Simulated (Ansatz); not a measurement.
Born–Oppenheimer molecular dynamics of H$_{5}$NO$_{2}$Si$_{2}$ (10 atoms, charge 0, multiplicity 1). It starts from a relaxed structure.

Computed with Ansatz, RKS B3LYP-D4/STO-3G.

| Item | Value |
| --- | --- |
| ensemble | NVT, Nosé–Hoover chain |
| time step | 1 fs |
| steps asked | 310 |
| set temperature | 1000 K |
| thermostat | time constant 100 fs, chain length 3 (defaults) |
| seed | 870277 |

First frame:

```xyz
10
Properties=species:S:1:pos:R:3
O -1.337 -0.864 -1.199
Si 0.261 -1.045 -0.592
O 0.004 -2.520 0.265
N 0.454 0.274 0.596
Si -0.196 1.886 0.729
H -1.341 0.048 -1.663
H 0.937 -2.832 0.548
H 1.286 0.124 1.222
H 0.943 2.801 0.617
H -0.928 2.076 -0.520
```

Q: How far do the bonds stretch over the last three quarters of this one trajectory? (Pairs bonded in most of those frames.)

A: 
```tsv
bond	mean (Å)	spread (Å)	shortest	longest
O1–Si2	1.732	0.033	1.66	1.80
O1–H6	1.025	0.009	1.01	1.04
Si2–O3	1.737	0.048	1.65	1.85
Si2–N4	1.829	0.079	1.67	2.00
O3–H7	1.028	0.009	1.01	1.05
N4–Si5	1.733	0.048	1.64	1.83
N4–H8	1.061	0.015	1.02	1.09
Si5–H9	1.478	0.065	1.35	1.59
Si5–H10	1.479	0.096	1.31	1.66
```

Mean temperature of the second half: 888 K. The conserved energy stayed within 3.5 meV per atom of its start (net change 0.97 meV per atom), so the integration is sound. The mean temperature of the second half is 11 % below the set value. A run of 0.31 ps of so small a system gives no equilibrium averages. Limits of this set-up: minimal basis.

The run took 9.8 min on 1 thread of Arm Neoverse V2, on a shared host, peak memory 0.1 GiB.
